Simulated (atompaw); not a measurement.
## An all-electron radial function and its pseudo partner (Sb (Z = 51))

Columns: radius, all-electron u(r) and pseudo u(r) of the 5s shell (level -12.83 eV) of antimony in the configuration [Kr] 4d10 5s2 5p3; PBE, scalar-relativistic, PAW (atompaw) scheme, atompaw 4.2.0.5.

```json
{"r (bohr)": "0.088", "all-electron": "-0.1618", "pseudo": "0.0371"}
{"r (bohr)": "0.177", "all-electron": "0.1359", "pseudo": "0.0752"}
{"r (bohr)": "0.265", "all-electron": "0.2382", "pseudo": "0.1137"}
{"r (bohr)": "0.354", "all-electron": "0.0656", "pseudo": "0.1538"}
{"r (bohr)": "0.442", "all-electron": "-0.1637", "pseudo": "0.1950"}
{"r (bohr)": "0.531", "all-electron": "-0.3238", "pseudo": "0.2384"}
{"r (bohr)": "0.619", "all-electron": "-0.3774", "pseudo": "0.2829"}
{"r (bohr)": "0.708", "all-electron": "-0.3391", "pseudo": "0.3293"}
{"r (bohr)": "0.796", "all-electron": "-0.2390", "pseudo": "0.3765"}
{"r (bohr)": "0.885", "all-electron": "-0.1036", "pseudo": "0.4248"}
{"r (bohr)": "0.973", "all-electron": "0.0421", "pseudo": "0.4726"}
{"r (bohr)": "1.062", "all-electron": "0.1863", "pseudo": "0.5200"}
{"r (bohr)": "1.150", "all-electron": "0.3170", "pseudo": "0.5653"}
{"r (bohr)": "1.238", "all-electron": "0.4310", "pseudo": "0.6080"}
{"r (bohr)": "1.327", "all-electron": "0.5276", "pseudo": "0.6475"}
{"r (bohr)": "1.415", "all-electron": "0.6048", "pseudo": "0.6821"}
{"r (bohr)": "1.504", "all-electron": "0.6653", "pseudo": "0.7118"}
{"r (bohr)": "1.592", "all-electron": "0.7093", "pseudo": "0.7354"}
{"r (bohr)": "1.681", "all-electron": "0.7399", "pseudo": "0.7528"}
{"r (bohr)": "1.769", "all-electron": "0.7581", "pseudo": "0.7636"}
{"r (bohr)": "1.858", "all-electron": "0.7662", "pseudo": "0.7681"}
{"r (bohr)": "1.946", "all-electron": "0.7657", "pseudo": "0.7661"}
{"r (bohr)": "2.035", "all-electron": "0.7581", "pseudo": "0.7581"}
{"r (bohr)": "2.123", "all-electron": "0.7448", "pseudo": "0.7448"}
{"r (bohr)": "2.212", "all-electron": "0.7267", "pseudo": "0.7267"}
{"r (bohr)": "2.300", "all-electron": "0.7051", "pseudo": "0.7051"}
```

(1) How many radial nodes do the two functions have?

(2) At about which radius was the pseudo-wave matched?

(3) Where does each function peak?

(4) Is the pseudo-wave norm-conserving?

Answers

(1) The all-electron 5s function has n − l − 1 = 4 (the table is too coarse to show those close to the nucleus); the pseudo-wave has 0, since the states of the same l below it are removed with the core.

(2) 2.10 bohr. The columns agree to 0.0005 from 1.95 bohr on; several derivatives are matched, so the curves merge somewhat inside the radius.

(3) Outermost all-electron maximum near 1.86 bohr, pseudo maximum near 1.86 bohr (to the table’s step).

(4) No, it belongs to a PAW set: the norm inside the radius is not constrained, and the difference is carried by the augmentation charge.
